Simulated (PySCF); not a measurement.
## Ru¹⁴⁺: ionisation energy

Ru¹⁴⁺ [Ar] 3d10 4s2 → Ru¹⁵⁺ [Ar] 3d10 4s1 [4s1/2^1, M_J = 1/2], as a difference of total energies. Calculation: PySCF 2.14, in an even-tempered Gaussian basis (18 s from 0.66 bohr⁻², ratio 2.8; 13 p from 0.86 bohr⁻², ratio 2.8; 9 d from 1.5 bohr⁻², ratio 2.8; 4 f from 4.4 bohr⁻², ratio 3); the two-component X2C-1e Hamiltonian. Correlated levels: [Ne] frozen; the 86 highest virtual spinors dropped. "Screened" scales the spin-orbit matrix elements by Boettger's factors to mimic the two-electron term; Breit and QED terms are absent.

```json
{"method": "GHF (screened spin-orbit)", "ionisation energy (eV)": "347.64"}
{"method": "GMP2 (screened spin-orbit)", "ionisation energy (eV)": "349.92"}
```

**Question.** How much does correlation contribute at GMP2 (screened spin-orbit)?

**Answer.** 349.92 − (347.64) = 2.28 eV, measured against GHF (screened spin-orbit).

Breit and QED terms and the two-electron picture change are absent.

For comparison: 348 ± 3 eV (theoretical estimate listed by NIST; NIST Atomic Spectra Database, ionization energies).
